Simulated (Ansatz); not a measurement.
Start from `B[NH][Al]([CH3])[CH3]` and change one atom or group to get `[CH3][Al]([CH3])[BH][SiH3]`.

Ansatz, PBE0-D4/def2-TZVP geometries, multiplicity 1. Each molecule was computed in one conformer, which needn't be the lowest.

| property | `B[NH][Al]([CH3])[CH3]` |
| --- | --- |
| LUMO energy (PBE/def2-TZVPP) / eV | -1.37 |
| LUMO energy (PBE0/def2-TZVPP) / eV | -0.50 |
| LUMO energy (B3LYP/def2-TZVPP) / eV | -0.72 |
| size of the dipole moment (ωB97M-V/def2-TZVPP) / D | 1.83 |
| HOMO energy (PBE0/def2-TZVPP) / eV | -7.85 |
| HOMO–LUMO gap (ωB97M-V/def2-TZVPP) / eV | 11.25 |

(1) Give the same properties after the change, and the shifts. (Best estimate.)

## Answers

(1) The calculation gave: 
```json
{"property": "LUMO energy (PBE/def2-TZVPP) / eV", "`[CH3][Al]([CH3])[BH][SiH3]`": "-3.46", "shift": "-2.09"}
{"property": "LUMO energy (PBE0/def2-TZVPP) / eV", "`[CH3][Al]([CH3])[BH][SiH3]`": "-2.53", "shift": "-2.03"}
{"property": "LUMO energy (B3LYP/def2-TZVPP) / eV", "`[CH3][Al]([CH3])[BH][SiH3]`": "-2.68", "shift": "-1.96"}
{"property": "size of the dipole moment (ωB97M-V/def2-TZVPP) / D", "`[CH3][Al]([CH3])[BH][SiH3]`": "1.00", "shift": "-0.83"}
{"property": "HOMO energy (PBE0/def2-TZVPP) / eV", "`[CH3][Al]([CH3])[BH][SiH3]`": "-6.88", "shift": "0.97"}
{"property": "HOMO–LUMO gap (ωB97M-V/def2-TZVPP) / eV", "`[CH3][Al]([CH3])[BH][SiH3]`": "8.38", "shift": "-2.87"}
```

With PBE0 the HOMO rises by 0.97 eV and the LUMO falls by 2.03 eV, so the gap narrows by about 3.00 eV. PBE moves the HOMO by 0.83 eV and ωB97M-V by 1.12 eV. Dipoles are sizes alone; their direction can turn.

B3LYP here is the variant with VWN-RPA as its local correlation; programs differ in this.
